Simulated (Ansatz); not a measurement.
A nudged elastic band was laid between two geometries of CH₅BCl₂O (10 atoms, charge 0, multiplicity 1).

Computed with RKS PBE-D4/6-31G* (Ansatz 0.2.0).

| Item | Value |
| --- | --- |
| movable images | 5 |
| climbing image | yes |
| spring | 5.0 eV/Å² |
| optimiser | quadratic models (default) |
| start path | through a guess of the saddle point |
| force threshold | 0.05 eV/Å |
| iteration limit | 60 |
| end points | relaxed |

First end point:

```xyz
10
Properties=species:S:1:pos:R:3
B 0.107 -0.102 0.058
H 0.273 0.637 0.994
Cl 1.591 -0.418 -0.951
Cl -1.431 0.277 -0.894
O -0.204 -1.536 0.829
C -0.483 -2.728 0.013
H 0.428 -2.895 -0.574
H -0.665 -3.562 0.706
H -1.341 -2.537 -0.648
H -0.993 -1.344 1.386
```

Last end point:

```xyz
10
Properties=species:S:1:pos:R:3
B 0.203 -0.549 -0.820
H -0.508 -0.079 2.488
Cl 1.571 0.549 -1.027
Cl -1.435 -0.003 -1.246
O 0.456 -1.783 -0.341
C -0.571 -2.765 -0.127
H -0.060 -3.708 0.117
H -1.216 -2.464 0.714
H -1.189 -2.894 -1.030
H 0.030 -0.512 2.192
```

Which bonds break or form, and what moves?

Bonds broken: B1–H2, O5–H10. Bonds formed: H2–H10. CH5BCl2O becomes CH3BCl2O + H2.

What energy profile does the band end with?

The run converged. The highest image is number 4 of 0 to 6, 27.7 kcal/mol above the first end and 43.1 kcal/mol above the last; the last end lies 15.5 kcal/mol below the first. Beside the main top the profile has a ripple of under 15 meV (maxima at images 2, 4), which may be a very shallow well or noise. Neighbouring images differ by up to 1.7 eV, so the band resolves the path poorly. A vibrational analysis at the climbing image gives one clearly imaginary mode, 1297i cm⁻¹: a first-order saddle point. The orbitals stay closed-shell, which can raise the energy where a bond breaks towards radicals; this wasn't checked here.

| image | path coordinate (Å) | energy (kcal/mol) | B1–H2 (Å) | O5–H10 (Å) | H2–H10 (Å) |
| --- | --- | --- | --- | --- | --- |
| 0 | 0.00 | 0.0 | 1.20 | 0.98 | 2.38 |
| 1 | 1.35 | 1.4 | 1.20 | 0.98 | 2.46 |
| 2 | 2.71 | 1.7 | 1.20 | 0.98 | 2.51 |
| 3 | 4.06 | 1.5 | 1.21 | 0.98 | 2.17 |
| 4 | 5.41 | 27.7 | 1.37 | 1.30 | 1.03 |
| 5 | 6.61 | -12.5 | 2.51 | 2.34 | 0.75 |
| 6 | 7.82 | -15.5 | 3.42 | 2.87 | 0.75 |

What is the geometry of the highest image?


```xyz
10
Properties=species:S:1:pos:R:3
B -0.011 -0.259 -0.022
H -0.052 0.064 1.313
Cl 1.348 0.667 -0.749
Cl -1.673 0.032 -0.665
O 0.379 -1.730 0.238
C -0.548 -2.802 -0.053
H -0.098 -3.721 0.350
H -1.535 -2.627 0.406
H -0.665 -2.886 -1.144
H 0.138 -0.946 1.247
```

Time of the run: 97 s on 2 threads of Intel(R) Xeon(R) 6975P-C (Granite Rapids) (shared host), peak memory 0.15 GiB.
